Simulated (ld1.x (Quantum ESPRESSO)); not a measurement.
## Bi (Z = 83), TM semilocal: configuration errors across variants

Bi (Z = 83), norm-conserving Troullier–Martins (semilocal form), made with ld1.x (Quantum ESPRESSO) 7.5 (PBE, scalar-relativistic). Core [Xe] 4f14, reference 5d10 6s2 6p3. Waves: 6s (bound): rc 1.65 bohr; 5d (bound): rc 1.45 bohr; 6p (bound): rc 2.35 bohr. Local part: the p channel. Core correction: none.

All-electron excitation energies from the reference (eV): (1) 5d10 6s2 6p2 7.913; (2) 5d10 6s2 6p1 23.160; (3) 5d10 6s2 6p0 46.502; (4) 5d10 6s2 6p3.3 -1.094; (5) 5d10 6s0 6p5 20.501; (6) 5d10 6s1 6p4 10.082; (7) 5d9 6s2 6p3 33.322.

In the semilocal form every listed channel keeps its own potential, so the choice of the local channel does not act on these tests. It acts once the file is put into the separable form.

A semilocal file is local in each channel, so a ghost entry of none says nothing of the separable form that plane-wave codes build from it.

1 further variants failed, have other tests or too few solved ones, and are left out.

Errors AE − PS in meV (a dash: test not solved or not reliable):

```csv
change,(1),(2),(3),(4),(5),(6),(7),bound ghosts
base,-2.7,-6.4,-11,+0.6,-11,-3.8,-79,none
core correction a·sin(br)/r model core inside 1.64 bohr,-3.2,-11,-34,+0.5,-22,-6.4,-90,none
local potential the s channel,-2.7,-6.4,-10,+0.6,-11,-3.8,-79,none
wave 5d (bound): rc 1.45 bohr becomes 5d (bound): rc 1.44 bohr,-2.7,-6.4,-11,+0.6,-11,-3.8,-79,none
"all radii scaled by about 1.14 (s 1.88, p 2.68, d 1.66 bohr)",-2.3,-6.3,-16,+0.6,+0.7,-1.3,-80,none
```

Problem. Give the same row for: wave 6p (bound): rc 2.35 bohr becomes 6p (bound): rc 2.92 bohr.

Solution. -1.7, -7.3, -34, +0.7, +24, +4.3, -28; bound ghosts: none.
